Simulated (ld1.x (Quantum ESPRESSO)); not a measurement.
**Scattering properties, TM potential for Cr (Z = 24)**

* Element: chromium
* Generator: ld1.x (Quantum ESPRESSO) 7.5
* Type: norm-conserving Troullier–Martins (Kleinman–Bylander form)
* Functional: PBEsol
* Relativity: non-relativistic
* Frozen core: [Ne] 3s2
* Valence charge: 12
* Reference configuration: 3p6 3d5 4s0.75 4p0 (charge +0.25)
* Partial waves: 4s (bound): rc 2.70 bohr; 3p (bound): rc 0.90 bohr; 3d (bound): rc 1.80 bohr
* Local potential: all-electron potential smoothed inside 2.60 bohr (lloc = -1)
* Core correction: none

The phase is arctan(r·u′/u) with u = r·R(r), unwrapped; energies in Ry, scanned from -5 to 5 Ry. A pole is an energy at which the radial function vanishes at the test radius. The pseudo phase is shifted by a multiple of π to meet the all-electron one at the reference energy, and phase errors are pseudo minus all-electron; the curves can meet again beyond the range given. Levels narrower than the energy grid can be missing from the lists of poles.

```
channel  radius (bohr)  reference energy (Ry)  poles, all-electron  poles, pseudo  unbroken range about the reference energy with phases within 0.05 rad  phase error 1 Ry above the reference energy (rad)
      s           2.94                  -0.39                 1.11     0.91, 2.53                                                              below 1.1                                             -0.022
      p           2.94                  -3.42          -3.41, 1.91    -3.41, 2.33                                                             below -0.5                                             +0.001
      d           2.94                  -0.34          -0.20, 3.33    -0.20, 3.92                                                              below 0.7                                             +0.048
```

Phases in the d channel:

```tsv
E (Ry)	all-electron	pseudo
-5.00	1.419	1.419
-4.74	1.415	1.415
-4.48	1.411	1.411
-4.22	1.406	1.406
-3.96	1.401	1.401
-3.70	1.395	1.395
-3.44	1.388	1.389
-3.18	1.381	1.381
-2.92	1.373	1.373
-2.66	1.363	1.364
-2.40	1.352	1.353
-2.14	1.339	1.340
-1.88	1.323	1.324
-1.62	1.303	1.304
-1.36	1.276	1.278
-1.10	1.236	1.238
-0.84	1.164	1.167
-0.58	0.946	0.952
-0.32	-1.149	-1.149
-0.06	-1.726	-1.719
0.20	-1.867	-1.853
0.46	-1.987	-1.960
0.72	-2.152	-2.095
0.98	-2.454	-2.315
1.24	-3.064	-2.736
1.50	-3.797	-3.418
1.76	-4.203	-3.971
2.02	-4.401	-4.259
2.28	-4.512	-4.412
2.54	-4.585	-4.506
2.80	-4.636	-4.569
3.06	-4.677	-4.615
3.32	-4.711	-4.650
3.58	-4.741	-4.680
3.84	-4.770	-4.705
4.10	-4.800	-4.728
4.36	-4.832	-4.749
4.62	-4.870	-4.770
4.88	-4.919	-4.791
```
